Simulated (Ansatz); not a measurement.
Cost and result for the atomization energy of FH3SeSi (`F[SiH2][SeH]`) (6 atoms, 5 bonds).

Total charge 0; spin multiplicity 1. Correlated methods include outer-core shells of Se, which these sets cover unevenly. Scalar relativity is left out up to krypton. All single points use the PBE0-D4/def2-TZVP geometry. It is one conformer, not always the lowest. Program: Ansatz. All runs use 2 threads of a server CPU on a shared host. Times are those of one run each, without the atoms' runs, and a repeat can differ threefold. Electronic energies, without spin–orbit coupling; frozen cores. CCSD(T)/CBS adds CCSD(T) − MP2 in def2-TZVPP to the MP2 limit, and its time is that of the two runs behind it. T1 = 0.010. With those shells the extrapolation isn't a true limit.

CCSD(T)/CBS is a level of theory with its own doubt, some kJ/mol a heavy atom from the limit and from the frozen cores, so smaller differences don't rank the functionals.

```csv
level,functions,wall time
LDA (SPW92)/def2-TZVPP,163,2.4 s
CCSD(T)/def2-SVP,79,2.8 s
revPBE-D4/def2-TZVPP,163,3.6 s
BHLYP-D4/def2-TZVPP,163,4.4 s
PBE-D4/def2-TZVPP (with forces),163,4.5 s
B2PLYP/def2-TZVPP,163,5.5 s
PBE-QIDH/def2-TZVPP,163,6.5 s
r2SCAN-D4/def2-TZVPP (with forces),163,7.5 s
B97M-V/def2-TZVPP,163,13 s
ωB97M-V/def2-TZVPP (with forces),163,15 s
MP2/def2-QZVPP,306,21 s
CCSD(T)/def2-TZVPP,163,60 s
CCSD(T)/CBS(def2),–,81 s
```

(1) What atomization energy does each give, and how far from CCSD(T)/CBS? (Best estimate.)

Results:

(1) The calculation gave: 
```
                             level  atomization (kcal/mol)  difference from CCSD(T)/CBS  per bond
            LDA (SPW92)/def2-TZVPP                   505.4                         54.2      10.8
                  CCSD(T)/def2-SVP                   409.3                        -41.9      -8.4
              revPBE-D4/def2-TZVPP                   435.9                        -15.3      -3.1
               BHLYP-D4/def2-TZVPP                   433.7                        -17.5      -3.5
   PBE-D4/def2-TZVPP (with forces)                   446.2                         -5.0      -1.0
                 B2PLYP/def2-TZVPP                   440.5                        -10.7      -2.1
               PBE-QIDH/def2-TZVPP                   440.2                        -11.0      -2.2
r2SCAN-D4/def2-TZVPP (with forces)                   447.6                         -3.6      -0.7
                 B97M-V/def2-TZVPP                   447.2                         -4.0      -0.8
  ωB97M-V/def2-TZVPP (with forces)                   445.7                         -5.5      -1.1
                    MP2/def2-QZVPP                   450.9                         -0.3      -0.1
                CCSD(T)/def2-TZVPP                   436.3                        -14.9      -3.0
                 CCSD(T)/CBS(def2)                   451.2                          0.0       0.0
```

At CCSD(T), def2-SVP lies −41.9 kcal/mol from the extrapolated value and def2-TZVPP −14.9 kcal/mol: correlation converges slowly with the basis, and small sets miss more of it in the bonded molecule than in its fragments. From PBE to PBE0 (25 % exact exchange), in def2-TZVPP and without D4, the atomization energy moves by −6.1 kcal/mol: exact exchange takes away binding that semilocal exchange gives to molecules. In def2-TZVPP, CCSD(T) changes the Hartree–Fock value by +108.2 kcal/mol (the triples alone add +6.0 kcal/mol) and MP2 by +113.8 kcal/mol; breaking electron pairs costs correlation energy, which Hartree–Fock lacks.
